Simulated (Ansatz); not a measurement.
Reaction (cleavage of the Si–Si bond): `[SiH3][SiH2]S` + `[OH][Hf]([Cl])([Cl])[Cl]` → `[SiH3][O][Hf]([Cl])([Cl])[Cl]` + `[SiH3]S`

Calculated with Ansatz (gas phase, PBE0-D4/def2-TZVP geometries, no zero-point term in ΔE). CCSD(T)/CBS adds triple-zeta CCSD(T) − MP2 to the extrapolated MP2 energy (def2 sets, frozen cores). Functionals use def2-TZVPP. Elements past krypton have def2 core potentials. For Hf outer-core shells are correlated without core-valence functions, which leaves a few kJ/mol of doubt a bond. One conformer a species, not always the lowest.

```tsv
level	ΔE (kJ/mol)	difference from CCSD(T)/CBS
r2SCAN-D4	-101.6	7.9
ωB97M-V	-109.5	0.0
B2PLYP	-116.0	-6.5
revPBE	-85.5	24.0
PBE0	-91.4	18.1
MP2/def2-SVP	-113.4	-3.9
HF/def2-TZVPP	-135.5	-26.0
SCS-MP2/def2-TZVPP	-125.6	-16.1
CCSD/def2-TZVPP	-116.6	-7.1
HF/def2-QZVPP	-138.2	-28.7
CCSD(T)/CBS	-109.5	0
```

Largest T1 diagnostic among the species: 0.014.

From PBE to PBE0 (25 % exact exchange), in def2-TZVPP and without D4, ΔE moves by −6.9 kJ/mol. In def2-TZVPP, CCSD(T) changes the Hartree–Fock value by +21.6 kJ/mol (the triples alone add +2.7 kJ/mol) and MP2 by +15.0 kJ/mol.
